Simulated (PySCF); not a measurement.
The PySCF input:
```python
from pyscf import gto, scf, cc

mol = gto.M(
    atom='''
C     0.01269615    0.41171885   -0.01137087
C     1.19873388   -0.11100266   -0.02785296
F    -1.19104254   -0.12604551    0.03401395
H     1.37985501   -1.18518672   -0.00369633
H     2.07094770    0.51529918   -0.06708620
''',
    basis='aug-cc-pvdz',
    spin=1,
    verbose=4,
    max_memory=1800,
)

mf = scf.UHF(mol)
mf.kernel()

mycc = cc.CCSD(mf, frozen=3)
mycc.kernel()
et = mycc.ccsd_t()
print('E(CCSD(T)) = %.10f' % (mycc.e_tot + et))
```

### Question
What does this run give for the SCF-reference <S^2>, SCF-reference Mulliken (on the basis functions themselves) charges in atom order, SCF-reference dipole moment, nuclear repulsion energy, number of basis functions?

### Answer

```json
{
  "SCF-reference <S^2>": "0.909",
  "SCF-reference Mulliken (on the basis functions themselves) charges in atom order": "C1 0.43, C2 0.49, F3 -0.57, H4 -0.19, H5 -0.15",
  "SCF-reference dipole moment": "1.46 D",
  "nuclear_repulsion_energy": "60.6637 Eh",
  "number_of_basis_functions": "87"
}
```

These values belong to the state on which the SCF converged, which isn't shown to be the lowest.
